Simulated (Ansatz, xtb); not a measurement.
System: B₂N, net charge 0, doublet state. It need not be the lowest isomer of its formula. 
Geometry from a B3LYP-D3(BJ)/def2-TZVP (Ansatz, a quantum-chemistry and plane-wave program) optimisation:
SMILES: [B][N][B]
```xyz
3

B      0.0000     0.0000    -1.3108
N      0.0000     0.0000     0.0000
B      0.0000     0.0000     1.3108
```
Charge 0, spin multiplicity 2.

Harmonic wavenumbers from GFN2-xTB (xtb, at its own minimum), cm⁻¹: 205, 205, 1359, 1855.

Q: Give the harmonic wavenumbers at B3LYP-D3(BJ)/def2-TZVP (Ansatz, finite differences of forces, unscaled).

A: 124, 124, 1211, 1336 cm⁻¹. Zero-point energy 4.0 kcal/mol.

Q: From these and the geometry, give the ideal-gas thermochemistry at 298.15 K and 1 atm (rigid rotor, harmonic oscillator).

A: Point group D∞h, rotational symmetry number 2. Rotational constants 13.6, 13.6 GHz. S(trans) 36.64, S(rot) 12.78, S(vib) 6.14, S(elec, spin only) 1.38, S 56.9 cal/(mol K). H(298) - H(0) 2.96 kcal/mol; G - E(el) -10.0 kcal/mol.
